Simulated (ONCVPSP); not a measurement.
Reading a pseudo-wave (O)

Columns: radius, all-electron u(r) and pseudo u(r) of the 2p shell (level -33.58 eV) of oxygen in the configuration [He] 2s2 2p2.5; LDA (Perdew-Wang 92), scalar-relativistic, ONCV scheme, ONCVPSP 4.0.1.

```
r (bohr)  all-electron  pseudo
   0.082        0.0862  0.0299
   0.165        0.2588  0.1167
   0.248        0.4415  0.2485
   0.330        0.6008  0.4056
   0.413        0.7293  0.5721
   0.495        0.8227  0.7251
   0.578        0.8854  0.8530
   0.660        0.9202  0.9431
   0.742        0.9329  0.9940
   0.825        0.9278  1.0078
   0.908        0.9089  0.9903
   0.990        0.8800  0.9508
   1.072        0.8440  0.8978
   1.155        0.8027  0.8382
   1.238        0.7582  0.7784
   1.320        0.7127  0.7222
   1.402        0.6667  0.6701
   1.485        0.6206  0.6213
   1.568        0.5755  0.5755
   1.650        0.5324  0.5324
   1.733        0.4907  0.4907
   1.815        0.4515  0.4515
   1.898        0.4140  0.4140
   1.980        0.3793  0.3792
   2.062        0.3467  0.3467
   2.145        0.3161  0.3161
```

(1) How many radial nodes do the two functions have?

(2) At about which radius was the pseudo-wave matched?

(3) Where does each function peak?

(4) Is the pseudo-wave norm-conserving?

Answers

(1) The all-electron 2p function has n − l − 1 = 0; the pseudo-wave has 0.

(2) 1.65 bohr, where the columns begin to agree (steps of 0.08 bohr).

(3) Outermost all-electron maximum near 0.74 bohr, pseudo maximum near 0.82 bohr (to the table’s step).

(4) Yes: the ONCV scheme keeps the norm inside the radius equal to the all-electron one, which fixes the energy derivative of the logarithmic derivative at the level.
